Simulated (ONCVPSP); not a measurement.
**Plane-wave convergence, ONCV potential for Pr (Z = 59)**

ONCVPSP 4.0.1 input, shortened (lines: element, Z, core and valence counts, functional; n l f; lmax; l rc ep ncon nbas qcut; lloc lpopt rc5 dvloc0; l nproj debl; icmod fcfact rcfact), PBEsol, scalar-relativistic:

```
  Pr 59.00    9    4  -116133      upf
    1    0    2.00
    2    0    2.00
    2    1    6.00
    3    0    2.00
    3    1    6.00
    3    2   10.00
    4    0    2.00
    4    1    6.00
    4    2   10.00
    4    3    3.00
    5    0    2.00
    5    1    6.00
    6    0    1.50
    3
    0    2.50    0.00    4    9    5.10
    1    2.15    0.00    4    8    7.40
    2    1.95    0.19    3    7    5.60
    3    1.35    0.00    3    7   12.30
    4    5    1.05    6.00
    0    2    1.20
    1    2    3.90
    2    2    1.50
    3    3    3.50
    1    0.40    0.00
```

In the d channel the program set the typed energies aside and used 0.050, 1.550 Ha.

**Question.** For each optimised wave give the share of its norm inside rc, the residual kinetic energy above qcut (Ha) and the cutoffs (Ha) for errors of 10, 1, 0.1 and 0.01 mHa per electron.

**Answer.**

| wave | norm inside rc | residual KE | 10 mHa | 1 mHa | 0.1 mHa | 0.01 mHa |
| --- | --- | --- | --- | --- | --- | --- |
| 5s | 0.961 | 8.5e-07 | 5.7 | 8.3 | 10.1 | 11.4 |
| 6s | 0.079 | 1.3e-06 | 3.0 | 7.6 | 9.9 | 11.5 |
| 5p | 0.768 | 1.6e-08 | 10.4 | 15.1 | 18.5 | 21.4 |
| p projector 2 | 0.117 | 3.2e-07 | 13.1 | 18.1 | 21.5 | 24.1 |
| d projector 1 | 0.068 | 7.5e-07 | 3.6 | 5.4 | 7.0 | 11.3 |
| d projector 2 | 0.242 | 5.6e-05 | 6.2 | 7.3 | 10.6 | 67.6 |
| 4f | 0.705 | 2.4e-05 | 54.7 | 62.6 | 69.3 | 179.2 |
| f projector 2 | 0.103 | 5.3e-05 | 57.4 | 66.5 | 74.0 | 150.5 |
| f projector 3 | 0.111 | 4.2e-04 | 63.6 | 72.7 | 96.0 | 173.0 |

The occupied waves need 63 Ha and 69 Ha for 1 and 0.1 mHa. Note: ghosts flagged at negative energy: s at -68.8 eV; GHOST(+) flagged for p at 152.2 eV. A true bound ghost makes a file unfit for plane-wave use. Tests left out (the all-electron energies of this program are off by 10 to 40 meV for near-neutral 4f atoms).
